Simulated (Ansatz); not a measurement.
Isolated molecules relaxed with PBE0-D4/def2-TZVP in Ansatz; ΔE leaves out vibrations. CCSD(T)/CBS adds triple-zeta CCSD(T) − MP2 to the extrapolated MP2 energy (def2 sets, frozen cores). This one scheme is used for every species. Functionals use def2-TZVPP. B3LYP here is the variant with VWN-RPA as its local correlation; programs differ in this. HSE06 is defined as in plane-wave codes. def2 core potentials past Kr. For Hf outer-core shells are correlated without core-valence functions, which leaves a few kJ/mol of doubt a bond. One conformer a species, not always the lowest.

`[NH2][Hf]([F])([F])[Cl]` + HCl → `[F][Hf]([F])([Cl])[Cl]` + NH₃  (ligand exchange at the Hf–N bond)

`[NH2][Hf]([F])([F])[Cl]`:

Cartesian coordinates in Å:
```
N 1.181 -0.078 0.424
Hf -0.670 0.013 -0.349
F -1.135 -1.745 -0.900
F -0.622 1.269 -1.774
Cl -2.198 0.748 1.290
H 1.855 0.676 0.426
H 1.589 -0.882 0.882
```

HCl:

Z-matrix (Å, degrees):
```
Cl
H 1 1.279
```

`[F][Hf]([F])([Cl])[Cl]`:

Z-matrix (Å, degrees):
```
Hf
F 1 1.886
Cl 1 2.331 2 109.4
Cl 1 2.331 2 109.4 3 121.5
F 1 1.886 2 108.3 3 -119.2
```

NH₃:

```xyz
4

N    -0.270   -0.070    0.038
H    -0.159    0.921   -0.141
H     0.291   -0.290    0.851
H     0.138   -0.561   -0.747
```

```csv
level,ΔE (kJ/mol),difference from CCSD(T)/CBS
LDA (SPW92),-82.9,6.1
revPBE-D4,-87.6,1.4
BLYP-D4,-86.0,3.0
r2SCAN-D4,-93.0,-4.0
PBE0-D4,-90.4,-1.4
B3LYP-D4,-88.2,0.8
r2SCANh-D4,-93.1,-4.1
r2SCAN0-D4,-93.3,-4.3
BHLYP-D4,-92.0,-3.0
CAM-B3LYP-D4,-86.0,3.0
ωB97X-V,-88.7,0.3
ωB97M-V,-88.9,0.1
B2PLYP,-89.6,-0.6
PBE-QIDH,-91.9,-2.9
PBE,-88.6,0.4
revPBE,-89.9,-0.9
BLYP,-87.1,1.9
r2SCAN,-93.2,-4.2
B3LYP,-88.7,0.3
r2SCANh,-93.3,-4.3
r2SCAN0,-93.5,-4.5
HSE06,-90.9,-1.9
BHLYP,-91.6,-2.6
CAM-B3LYP,-86.2,2.8
LC-ωPBE,-86.4,2.6
RPA@PBE/def2-TZVPP,-83.2,5.8
HF/def2-SVP,-93.9,-4.9
MP2/def2-SVP,-83.0,6.0
CCSD/def2-SVP,-81.3,7.7
CCSD(T)/def2-SVP,-82.2,6.8
HF/def2-TZVPP,-97.1,-8.1
MP2/def2-TZVPP,-89.1,-0.1
SCS-MP2/def2-TZVPP,-87.5,1.5
CCSD/def2-TZVPP,-85.6,3.4
CCSD(T)/def2-TZVPP,-86.4,2.6
HF/def2-QZVPP,-97.9,-8.9
MP2/def2-QZVPP,-90.9,-1.9
SCS-MP2/def2-QZVPP,-89.3,-0.3
HF/CBS(def2),-98.0,-9.0
CCSD/CBS(def2),-88.2,0.8
CCSD(T)/CBS,-89.0,0
```

Largest T1 diagnostic among the species: 0.015.

In def2-TZVPP, CCSD(T) changes the Hartree–Fock value by +10.6 kJ/mol (the triples alone add −0.8 kJ/mol) and MP2 by +8.0 kJ/mol. From BLYP to BHLYP (50 % exact exchange), in def2-TZVPP and without D4, ΔE moves by −4.4 kJ/mol. Leaving LDA and LC-ωPBE aside and taking each functional with its dispersion term where it has one, the values, not all of them listed here, spread over 12.0 kJ/mol, from B97M-V to CAM-B3LYP-D4. LDA lies +5.6 kJ/mol from PBE without D4.
